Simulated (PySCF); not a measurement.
A structure optimised at PBE-D3(BJ)/def2-SVP, used in a PySCF frequency run:

```xyz
9

In     0.2606     0.4729     0.3848
C     -0.6017    -1.1221    -0.9142
F     -1.8223    -1.5002    -0.4650
F      0.1805    -2.2218    -0.9523
F     -0.7561    -0.6833    -2.1887
O      1.2640    -0.0079     2.0643
H      1.5495     0.8198     2.4999
O      0.1387     2.4729     0.0994
H     -0.3473     2.6663    -0.7260
```
Charge 0, spin multiplicity 1.

### Question
Write its SMILES and formula.

### Answer
[OH][In]([OH])[C](F)(F)F, CH₂F₃InO₂

### Question
What are its rotational constants (standard atomic weights)?

### Answer
2.6729, 1.0577, 0.87703 GHz
